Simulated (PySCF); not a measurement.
Al(Me)(OH)2 (CH₅AlO₂), SMILES [OH][Al]([OH])[CH3]. Atoms are numbered in the order given.

```xyz
9

Al     0.0472    -0.0049     0.0000
C     -1.8884    -0.0011     0.0000
H     -2.2674     1.0355     0.0000
H     -2.2971    -0.4970    -0.8947
H     -2.2971    -0.4970     0.8947
O      0.8719    -0.0003    -1.4933
H      1.8137     0.0163    -1.6664
O      0.8719    -0.0003     1.4933
H      1.8137     0.0163     1.6664
```

Coordinates come from a ωB97X-D3(BJ)/def2-SVP optimisation. The isomer is the one that the SMILES or the coordinates give; other isomers of the formula were not compared. The values are those of a single conformer.

Computed with B3LYP/pcSseg-1 in PySCF.

GIAO shieldings, no solvent; atoms alike by connectivity are averaged. δ = σ(ref) − σ: ¹³C against TMS (σ = 181.3 ppm); ¹H against TMS (σ = 31.68 ppm); ¹⁷O against H2O (σ = 333.8 ppm), references at their B3LYP-D3(BJ)/def2-TZVP geometries, non-relativistic.

```tsv
nucleus	atoms	count	δ (ppm)
¹³C	C2	1	-19.2
¹H	H7, H9	2	1.80
¹H	H3, H4, H5	3	-0.16
¹⁷O	O6, O8	2	35.8
```
